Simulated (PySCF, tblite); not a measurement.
Isomers of C3H6F3O2P, one GFN2-xTB conformer each. Single-point energies are computed at PBE0/pcSseg-1 (PySCF, gas phase, no added dispersion term), electronic only.

Question: Rank them by PBE0/pcSseg-1 energy, lowest first (kcal/mol).
A. `[CH3:1][CH2:2][P@@:3](=[O:4])([OH:5])[C:6]([F:7])([F:8])[F:9]` with C1–C2–P3–O4 55°, C2–P3–O5–H -147°
B. `[CH3:1][P@@:2](=[O:3])([CH2:4][OH:5])[C:6]([F:7])([F:8])[F:9]` with C1–P2–C4–O5 -75°, P2–C4–O5–H -56°
C. `[CH3:1][P@@:2](=[O:3])([OH:4])[CH2:5][C:6]([F:7])([F:8])[F:9]` with C1–P2–O4–H -147°, C1–P2–C5–C6 173°

Answer: C (0.0), A (11.2), B (36.0).

GFN2-xTB itself gives, in the same order: 0.0, 8.1, 37.0. Both levels put the same isomer lowest; measured from each level's own lowest isomer, the values differ by up to 3.1 kcal/mol (CC[P@@](=O)(O)C(F)(F)F: 8.1 against 11.2).

Q: Which frontier levels, dipoles and rotational constants go with these structures?

A: 
```json
{"SMILES": "C[P@@](=O)(O)CC(F)(F)F", "HOMO (eV, PBE0/pcSseg-1)": "-8.32", "LUMO (eV)": "0.83", "dipole (D)": "3.98", "A, B, C (MHz)": "2545, 919.7, 913.8"}
{"SMILES": "CC[P@@](=O)(O)C(F)(F)F", "HOMO (eV, PBE0/pcSseg-1)": "-8.54", "LUMO (eV)": "0.67", "dipole (D)": "2.83", "A, B, C (MHz)": "1708, 1281, 1050"}
{"SMILES": "C[P@@](=O)(CO)C(F)(F)F", "HOMO (eV, PBE0/pcSseg-1)": "-8.07", "LUMO (eV)": "0.42", "dipole (D)": "2.69", "A, B, C (MHz)": "2056, 1010, 953.2"}
```

Q: What happens when harmonic zero-point energies from GFN2-xTB frequencies are added?

A: 
| SMILES | ZPE (kcal/mol) | electronic (kcal/mol) | with ZPE (kcal/mol) |
| --- | --- | --- | --- |
| C[P@@](=O)(O)CC(F)(F)F | 60.0 | 0.0 | 0.0 |
| CC[P@@](=O)(O)C(F)(F)F | 60.4 | 11.2 | 11.6 |
| C[P@@](=O)(CO)C(F)(F)F | 59.5 | 36.0 | 35.5 |

The zero-point energies span 0.9 kcal/mol. The order is unchanged.
